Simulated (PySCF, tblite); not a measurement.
CH3F2NO4S2.
Structure used (GFN2-xTB), in Å, numbered top down from 1:
```
atom  x, y, z in Å
C1    -0.0821    1.1189    1.0048
N2    -0.0778   -0.2044    0.4030
S3    -1.3758   -0.6240   -0.5097
O4    -2.4783    0.2036   -0.2126
O5    -1.5182   -2.0135   -0.5976
F6    -0.7910   -0.1014   -1.9327
S7     1.3098   -0.5785   -0.4241
O8     1.1861   -1.8033   -1.0888
O9     1.8823    0.5655   -1.0114
F10    2.1987   -0.8578    0.8980
H11    0.4083    1.0555    1.9748
H12    0.4532    1.8171    0.3606
H13   -1.1198    1.4226    1.1180
```

Level of theory: PBE0/pcSseg-1 in PySCF (dipole) on a GFN2-xTB geometry, gas phase.

Take the most abundant isotopes and a rigid rotor. The values belong to one conformer with, in the numbering `[CH3:1][N:2]([S:3](=[O:4])(=[O:5])[F:6])[S:7](=[O:8])(=[O:9])[F:10]`, C1–N2–S3–O4 -19°, C1–N2–S7–O8 -174°.

(1) What are A, B and C (cm⁻¹)?

(2) What kind of rotor is it?

(3) What does the inertial defect say?

(4) Give the other two planar moments, Paa and Pbb, and the rms extents of the mass along the axes.

(5) List the rotational levels J(Ka,Kc) to J = 5 (K).

(6) Predict some low-J microwave lines.

(7) Estimate the classical rotational partition function at 25 K, 50 K and 200 K.

## Answers

(1) Ia = 266.73, Ib = 543.61, Ic = 605.61 u·Å²; 505379 MHz·u·Å²/I gives 1895, 929.7 and 834.5 MHz, that is A = 0.06320, B = 0.03101, C = 0.02784 cm⁻¹.

(2) An asymmetric top. Ray's parameter κ = (2B − A − C)/(A − C) = -0.820; −1 is the prolate and +1 the oblate limit.

(3) Not planar: Δ = Ic − Ia − Ib = -204.73 u·Å². For a rigid frame Δ = −2 Σ m c², so Σ m c² = 102.36 u·Å² lies off the ab plane: 1.52 from hydrogen and 100.85 from heavier atoms. The atom farthest from that plane is 1.34 Å away.

(4) Paa = Σ m a² = (Ib + Ic − Ia)/2 = 441.24 and Pbb = Σ m b² = (Ia + Ic − Ib)/2 = 164.37 u·Å². With the mass M = 194.95 u, the rms extents √(P/M) along a, b and c are 1.50, 0.92, 0.72 Å.

(5) Above 0(0,0), as E/k:
J = 1: 1(0,1) 0.085, 1(1,1) 0.131, 1(1,0) 0.136
J = 2: 2(0,2) 0.254, 2(1,2) 0.296, 2(1,1) 0.309, 2(2,1) 0.448, 2(2,0) 0.449
J = 3: 3(0,3) 0.506, 3(1,3) 0.543, 3(1,2) 0.570, 3(2,2) 0.702, 3(2,1) 0.704, 3(3,1) 0.946, 3(3,0) 0.946
J = 4: 4(0,4) 0.842, 4(1,4) 0.872, 4(1,3) 0.917, 4(2,3) 1.041, 4(2,2) 1.046, 4(3,2) 1.285, 4(3,1) 1.285, 4(4,1) 1.624, 4(4,0) 1.624
J = 5: 5(0,5) 1.259, 5(1,5) 1.282, 5(1,4) 1.350, 5(2,4) 1.463, 5(2,3) 1.474, 5(3,3) 1.709, 5(3,2) 1.710, 5(4,2) 2.049, 5(4,1) 2.049, 5(5,1) 2.485, 5(5,0) 2.485
Those of J = 1 are B + C, A + C and A + B.

(6) The dipole components are |μa| = 0.42 D, |μb| = 3.70 D, |μc| = 0.31 D. The squared components, which scale the intensities, stand as 0.01 : 1.00 : 0.01 (a : b : c). Some lines, for components of 0.1 D or more:

| type | branch | J(Ka,Kc) | MHz | lower level (cm⁻¹) |
| --- | --- | --- | --- | --- |
| b | Q | 3(1,2) ← 3(0,3) | 1327 | 0.352 |
| a | Q | 5(1,4) ← 5(1,5) | 1420 | 0.891 |
| c | R | 1(1,0) ← 0(0,0) | 2824 | 0.000 |
| a | R | 2(0,2) ← 1(0,1) | 3522 | 0.059 |
| b | Q | 5(4,2) ← 5(3,3) | 7072 | 1.188 |
| b | Q | 4(4,1) ← 4(3,2) | 7077 | 0.893 |
| c | R | 3(2,1) ← 2(1,1) | 8221 | 0.215 |
| a | R | 5(1,5) ← 4(1,4) | 8557 | 0.606 |
| a | R | 5(4,2) ← 4(4,1) | 8836 | 1.129 |
| a | R | 5(2,3) ← 4(2,2) | 8931 | 0.727 |
| a | R | 5(1,4) ← 4(1,3) | 9026 | 0.637 |
| c | R | 5(2,3) ← 4(1,3) | 11605 | 0.637 |
| b | R | 5(4,1) ← 4(3,2) | 15913 | 0.893 |
| c | R | 5(5,0) ← 4(4,0) | 17936 | 1.129 |

(7) Point group C1, symmetry number σ = 1; q = (√π/σ)·√((kT/h)³/(ABC)), k/h = 20836.6 MHz/K: 17400 at 25 K, 49200 at 50 K, 393000 at 200 K.

Its GFN2-xTB frequencies are all real (lowest 61 cm⁻¹). No vibrational averaging or centrifugal distortion is included, and the geometry carries the error of its method. A rigid rotor knows nothing of internal rotation, which can split or shift real lines. Quadrupole hyperfine structure (14N) is left out.
